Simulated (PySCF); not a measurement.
ClFH₈N₂Si₃.

```xyz
15

F      0.4429    -0.3995    -1.6951
Si     0.0575    -0.0658    -0.1560
Cl    -0.7071     1.8479    -0.1839
N     -1.1895    -1.0367     0.4771
Si    -2.8904    -0.6482     0.6878
N      1.5427    -0.2380     0.6619
Si     3.1398    -0.2918    -0.0669
H     -0.9255    -1.9912     0.7079
H     -3.5539    -1.9270     1.0798
H     -3.5013    -0.1354    -0.5718
H     -3.1018     0.3595     1.7678
H      1.5137    -0.2016     1.6762
H      4.1180    -0.1639     1.0533
H      3.3819    -1.5808    -0.7791
H      3.3334     0.8275    -1.0332
```

Geometry: PBE0-D3(BJ)/def2-SVP. Other conformers were not sampled.

Calculation: KT2/pcSseg-1 (PySCF). Non-relativistic, no solvent.

Computed absolute GIAO shielding of each atom: isotropic value and principal components (ppm):
| atom | σ(iso) | σ11 | σ22 | σ33 | span |
|---|---|---|---|---|---|
| F1 | 284.2 | 239.8 | 263.2 | 349.5 | 109.7 |
| Si2 | 391.7 | 365.7 | 384.4 | 425.0 | 59.3 |
| Cl3 | 873.8 | 785.7 | 819.8 | 1015.9 | 230.2 |
| N4 | 230.8 | 203.1 | 206.6 | 282.7 | 79.6 |
| Si5 | 414.2 | 367.8 | 399.5 | 475.4 | 107.5 |
| N6 | 235.2 | 211.6 | 214.2 | 279.8 | 68.2 |
| Si7 | 413.1 | 366.0 | 397.7 | 475.6 | 109.6 |
| H8 | 30.5 | 21.8 | 28.2 | 41.6 | 19.8 |
| H9 | 26.6 | 23.2 | 24.5 | 32.0 | 8.8 |
| H10 | 26.3 | 22.6 | 24.8 | 31.6 | 8.9 |
| H11 | 26.5 | 22.7 | 24.9 | 31.8 | 9.0 |
| H12 | 30.8 | 22.4 | 28.8 | 41.0 | 18.6 |
| H13 | 26.6 | 23.3 | 24.5 | 31.9 | 8.7 |
| H14 | 26.4 | 22.4 | 24.7 | 32.0 | 9.6 |
| H15 | 26.3 | 22.3 | 25.2 | 31.3 | 9.0 |
